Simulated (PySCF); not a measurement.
Species: C5H7F3NO2 (charge +1).
Bonds: C1–O2, O2–C3, C3–N4, N4–C5 (triple), C5–C6, C6–O7, O7–C8, C8–F9, C8–F10, C8–F11. Hydrogens: H12, H13, H14 on C1; H15, H16 on C3; H17, H18 on C6.

Method used: PBE0-D3(BJ)/def2-SVP geometry optimisation, gas phase in PySCF 2.14.0.

(1) Give the optimised bond lengths and angles.

Results:

(1) 
```
                  bond  length (bohr)
                 C1–O2          2.688
                 O2–C3          2.528
                 C3–N4          2.819
                 N4≡C5          2.167
                 C5–C6          2.759
                 C6–O7          2.630
                 O7–C8          2.604
         C8–F9, C8–F10          2.502
                C8–F11          2.455
C1–H12, C1–H13, C1–H14          2.079
        C3–H15, C3–H16          2.086
        C6–H17, C6–H18          2.094
```

Bonds in one row agree within 0.02 bohr and their mean is given. A selection of angles:
```
     angle  degrees
 O2–C1–H12    111.2
 O2–C1–H14    106.5
H12–C1–H13    109.8
  C1–O2–C3    116.7
  O2–C3–N4    111.0
 O2–C3–H15    110.8
 O2–C3–H16    115.9
 N4–C3–H15    104.2
H15–C3–H16    110.3
  C3–N4–C5    173.5
  N4–C5–C6    179.5
  C5–C6–O7    106.9
 C5–C6–H17    107.5
 O7–C6–H17    113.4
H17–C6–H18    108.1
  C6–O7–C8    115.0
  O7–C8–F9    110.1
 O7–C8–F11    107.0
 F9–C8–F10    108.2
 F9–C8–F11    110.7
```

Torsions: C1–O2–C3–N4 -82° (synclinal); C5–C6–O7–C8 175° (antiperiplanar); C6–O7–C8–F9 59° (synclinal). The mirror-image conformer, all signs reversed, is as good.

The 4 C–O bonds span 1.338 Å (O2–C3, drawn single) to 1.423 Å (C1–O2, drawn single), a spread of 0.085 Å. The C–F distances run from 1.299 Å (C8–F11, drawn single) to 1.324 Å (C8–F10, drawn single), a spread of 0.025 Å. Of the pairs four or more bonds apart, F10···H17 is among the closest relative to their van der Waals radii: 2.47 Å, 92 % of the sum of Bondi's values. The C–N distances run from 1.147 Å (N4≡C5, drawn triple) to 1.492 Å (C3–N4, drawn single), a spread of 0.345 Å.

Point group: C1 (no symmetry element, even within 0.4 Å). No PBE0-D3(BJ)/def2-SVP frequencies stand behind this structure, so it isn't proved a minimum.

The run took about 4 min of CPU time (one thread, shared machine). These figures are those of the optimisation.
